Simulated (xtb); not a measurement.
C₄H₈OSi, SMILES C=C([SiH3])CC=O. All values are semi-empirical tight-binding results from xtb (GFN2-xTB unless named), good for trends rather than for accurate numbers. Geometry: GFN2-xTB. This is a generated structure with no PubChem entry under its InChIKey; it may be hypothetical. The values are those of a single conformer.

Computed properties:
```yaml
orbital_gap: 3.56 eV
dipole_moment: 3.01 D
zero_point_energy: 63.4 kcal/mol
G − E(el) at 298.15 K (modified RRHO): 42.6 kcal/mol
static polarisability (D4 model): 80.8 bohr³
solvation energy, GFN2-xTB/ALPB(water): -1.4 kcal/mol
solvation energy, GFN2-xTB/ALPB(thf): -6.0 kcal/mol
```
